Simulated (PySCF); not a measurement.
# Frontier levels across methods

Compound: CH7BNP.
Geometry (PBE0-D3(BJ)/def2-SVP, Å), atoms numbered from 1 in this order:
```
atom  x, y, z in Å
C1    -1.6121    0.1937   -0.1759
N2    -0.2333    0.3098    0.2332
B3     0.8907    0.1064   -0.5592
P4     2.6796    0.4614    0.0588
H5    -2.1490    1.1537   -0.0874
H6    -1.6545   -0.1221   -1.2267
H7    -2.1563   -0.5523    0.4275
H8    -0.1167    0.5714    1.2067
H9     0.7333   -0.2091   -1.7184
H10    3.2592   -0.7607   -0.3898
H11    2.5365    0.0498    1.4195
```

The species is `CNBP` (CH7BNP).

Basis pcSseg-2 throughout (PySCF), one geometry. One conformer (not necessarily the lowest) at the PBE0-D3(BJ)/def2-SVP geometry, without solvent, vibrations or thermal averaging.

**Question.** How do the orbital energies, the gap and the dipole change with the method?

**Answer.** 
| method | kind | HOMO (eV) | LUMO (eV) | gap (eV) | μ (D) | SCF cycles |
| --- | --- | --- | --- | --- | --- | --- |
| BLYP | GGA | -5.66 | -0.84 | 4.82 | 2.61 | 14 |
| B97-D | GGA | -5.77 | -0.84 | 4.94 | 2.61 | 14 |
| OPBE | GGA | -5.81 | -0.86 | 4.95 | 2.67 | 15 |
| PBE | GGA | -5.81 | -0.98 | 4.83 | 2.66 | 14 |
| KT2 | GGA | -5.86 | -0.97 | 4.89 | 2.57 | 15 |
| KT3 | GGA | -5.88 | -0.94 | 4.94 | 2.54 | 14 |
| LDA | LDA | -5.90 | -1.17 | 4.73 | 2.70 | 14 |
| BP86 | GGA | -5.90 | -1.03 | 4.87 | 2.66 | 14 |
| B97-2 | global hybrid | -6.70 | -0.09 | 6.61 | 2.59 | 13 |
| B3LYP | global hybrid | -6.72 | -0.29 | 6.43 | 2.58 | 12 |
| PBE0 | global hybrid | -6.93 | -0.08 | 6.85 | 2.62 | 12 |
| mPW1PW91 | global hybrid | -6.96 | -0.09 | 6.87 | 2.61 | 12 |
| BHandHLYP | global hybrid | -7.95 | 0.80 | 8.75 | 2.52 | 12 |
| CAM-B3LYP | range-separated hybrid | -8.22 | 0.92 | 9.14 | 2.59 | 12 |
| wB97X-D | range-separated hybrid | -8.77 | 1.68 | 10.45 | 2.64 | 13 |
| HF | Hartree–Fock | -9.54 | 2.53 | 12.08 | 2.47 | 10 |
| LC-wPBE | range-separated hybrid | -9.57 | 2.04 | 11.60 | 2.65 | 13 |

The HOMO spans 3.91 eV, from BLYP down to LC-wPBE, and the gap runs from 4.73 eV (LDA) to 12.08 eV (HF). Over the methods BLYP (0 %), B97-D (0 %), OPBE (0 %), PBE (0 %), KT2 (0 %), KT3 (0 %), LDA (0 %), BP86 (0 %), B97-2 (21 %), B3LYP (20 %), PBE0 (25 %), mPW1PW91 (25 %), BHandHLYP (50 %), HF (100 %), a straight line through the gap against the share of exact exchange rises by 0.73 eV for each 10 % (correlation coefficient 0.999). The dipole ranges from 2.47 D (HF) to 2.70 D (LDA). This basis has no diffuse functions.
